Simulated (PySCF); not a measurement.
BCl₂H₇Si₄.
Structure used (PBE0-D3(BJ)/def2-SVP), in Å, numbered top down from 1:
```
atom  x, y, z in Å
Cl1   -3.8859    0.9064    0.1286
B2    -2.1403    0.9290    0.2047
Cl3   -1.3427    2.4669    0.5045
Si4   -0.9953   -0.6981   -0.0366
Si5    0.7347   -0.0977   -1.5412
Si6    1.9922    0.7244    0.2867
Si7    0.6478   -0.6443    1.6688
H8    -1.7734   -1.9513   -0.2717
H9     0.3870    0.8148   -2.6730
H10    1.3898   -1.3316   -2.0807
H11    3.4560    0.4163    0.2741
H12    1.7929    2.1839    0.5288
H13    1.2882   -1.9912    1.8051
H14    0.2323   -0.1539    3.0186
```

Computed at PBE0/pcSseg-1 (PySCF, non-relativistic), with Q(35Cl) = −0.0817 b, Q(11B) = 0.04059 b: Cl1, 35Cl (I = 3/2): χzz = -40.37 MHz, η = 0.723; B2, 11B (I = 3/2): χzz = 3.314 MHz, η = 0.617; Cl3, 35Cl (I = 3/2): χzz = -40.05 MHz, η = 0.628.

Problem. Find the zero-field quadrupole resonance frequencies of 35Cl at Cl1.

Solution. From ν = (|χ|/2)√(1 + η²/3): ν = 21.87 MHz (chlorine bonded to B). For 37Cl the ratio of quadrupole moments, 0.7881, gives 17.24 MHz.

Problem. Find the zero-field quadrupole resonance frequencies of 11B at B2.

Solution. From ν = (|χ|/2)√(1 + η²/3): ν = 1.759 MHz (three-coordinate boron).

Problem. Where would the pure quadrupole (NQR) lines of 35Cl at Cl3 fall for the rigid, isolated species?

Solution. From ν = (|χ|/2)√(1 + η²/3): ν = 21.30 MHz (chlorine bonded to B). For 37Cl the ratio of quadrupole moments, 0.7881, gives 16.79 MHz.

In a crystal, neighbours and librations shift these lines. These gradients aren't converged with respect to the basis.

One conformer stands for the species.
